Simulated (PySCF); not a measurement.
How methods differ on the ionisation energy of Ne²⁺

Ne²⁺ [He] 2s2 2p4 (3P) → Ne³⁺ [He] 2s2 2p3 (4S), as a difference of total energies. Computed with PySCF 2.14 in aug-cc-pVTZ with one added diffuse shell each of s, p, d, f type (6s5p4d3f, 62 functions), with no relativity, point nucleus. Correlated levels: valence: 1s2 frozen. The calculations carry no spin-orbit coupling.

```json
{"method": "UHF", "ionisation energy (eV)": "61.840", "plus first-order spin-orbit estimate": "61.877", "error of that sum (eV)": "-1.546"}
{"method": "LDA", "ionisation energy (eV)": "63.614", "plus first-order spin-orbit estimate": "63.651", "error of that sum (eV)": "+0.228"}
{"method": "PBE", "ionisation energy (eV)": "63.877", "plus first-order spin-orbit estimate": "63.914", "error of that sum (eV)": "+0.491"}
{"method": "PBE0", "ionisation energy (eV)": "63.733", "plus first-order spin-orbit estimate": "63.770", "error of that sum (eV)": "+0.347"}
{"method": "r2SCAN", "ionisation energy (eV)": "63.618", "plus first-order spin-orbit estimate": "63.655", "error of that sum (eV)": "+0.232"}
{"method": "B97-3", "ionisation energy (eV)": "63.770", "plus first-order spin-orbit estimate": "63.807", "error of that sum (eV)": "+0.384"}
{"method": "BHandHLYP", "ionisation energy (eV)": "63.696", "plus first-order spin-orbit estimate": "63.733", "error of that sum (eV)": "+0.310"}
{"method": "TPSS", "ionisation energy (eV)": "64.004", "plus first-order spin-orbit estimate": "64.041", "error of that sum (eV)": "+0.618"}
{"method": "PBEsol", "ionisation energy (eV)": "63.500", "plus first-order spin-orbit estimate": "63.537", "error of that sum (eV)": "+0.114"}
{"method": "MP2 (valence)", "ionisation energy (eV)": "63.031", "plus first-order spin-orbit estimate": "63.068", "error of that sum (eV)": "-0.355"}
{"method": "SCS-MP2 (valence)", "ionisation energy (eV)": "63.135", "plus first-order spin-orbit estimate": "63.172", "error of that sum (eV)": "-0.251"}
```

Reference: 63.423 eV (measured; NIST Atomic Spectra Database, ionization energies).

A first-order spin-orbit estimate (lowest level to lowest level, LS coupling) adds 0.037 eV.

Errors of the correlated levels include the incompleteness of this basis and the frozen core.
